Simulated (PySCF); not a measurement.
# SMILES C1/C(=C(\F)Cl)C(Cl)=C1, C5H3Cl2F

Cartesian coordinates in Å; atom numbers follow the order of the lines, from 1:
```xyz
11

F     1.6738   -2.0363   -0.6068
C     1.5661   -0.7203   -0.3726
Cl    3.0640    0.1039   -0.4805
C     0.4011   -0.1596   -0.0914
C    -1.0321   -0.6632    0.0560
C    -1.3680    0.7852    0.3476
C    -0.0907    1.1802    0.2070
Cl    0.7287    2.6639    0.3153
H    -1.1855   -1.3575    0.8794
H    -1.4613   -1.0708   -0.8568
H    -2.2906    1.2770    0.5770
```

Computed, not measured: GIAO BHandHLYP/pcSseg-1 magnetisability, rotational g tensor and spin-rotation constants, non-relativistic, gas phase in PySCF. Geometry: GFN2-xTB.

Problem. Give the nuclear spin-rotation constants along the inertial axes (H = +C I·J) beside the isotropic shieldings.

Solution. Rotational constants 1.9107, 1.1930, 0.7379 GHz. A star marks the isotopologue with that one atom substituted, in its own axes.
```tsv
atom	isotope	Caa (kHz)	Cbb (kHz)	Ccc (kHz)	mean (kHz)	σ (ppm)
F1	19F	2.388	1.171	0.753	1.437	282.1
Cl3	35Cl	0.612	0.123	0.247	0.327	719.9
Cl8	35Cl	0.637	0.173	0.169	0.327	747.9
H9	1H	-0.198	-0.061	-0.015	-0.091	28.8
H10	1H	-0.198	-0.062	-0.015	-0.091	28.8
H11	1H	0.165	-0.105	-0.089	-0.010	25.5
C2	13C*	0.586	0.529	0.202	0.439	35.7
C4	13C*	0.668	0.483	0.123	0.425	60.2
C5	13C*	0.297	0.228	0.104	0.210	153.9
C6	13C*	0.923	0.424	0.117	0.488	42.4
C7	13C*	0.852	0.427	0.137	0.472	44.5
```
For the geometry as given, no vibrational averaging.

Problem. How do the rotational constants and the g tensor change when H9, H10, H11 are replaced by deuterium?

Solution. Constants 1.7723, 1.1641, 0.7089 GHz; g -0.0222, -0.0143, -0.0062, against -0.0234, -0.0149, -0.0063 before.
